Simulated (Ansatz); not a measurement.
Molecule: sum formula BNH$_{3}$, net charge 1, singlet state. It need not be the lowest isomer of its formula. 
Coordinates optimised at B3LYP-D3(BJ)/def2-TZVP (Ansatz, a first-principles code):
```
N
B 1 1.3115
H 1 1.0214 2 123.45
H 1 1.0214 3 113.09 2 180.00
H 2 1.1685 3 155.55 1 180.00
```
Charge +1, spin multiplicity 1.

Basis-set convergence of Hartree-Fock and CCSD(T) correlation energies (hartree) with Ansatz. Valence correlation only, unless marked. Spin-orbit coupling is left out. Non-relativistic.

| basis | functions | E(HF) | E(corr, CCSD(T)) |
|---|---|---|---|
| def2-SVPD | 64 | -80.55973 | -0.26888 |
| def2-TZVPPD | 125 | -80.65050 | -0.31177 |
| def2-QZVPPD | 225 | -80.65431 | -0.32866 |

Extrapolating the two largest sets (X = 3 and 4) as X^-3: E(corr) = (64·(-0.32866) - 27·(-0.31177))/37 = -0.3410 Eh, an estimate of the basis-set limit. The largest set recovers 96.4 % of it, the smallest 78.9 %.
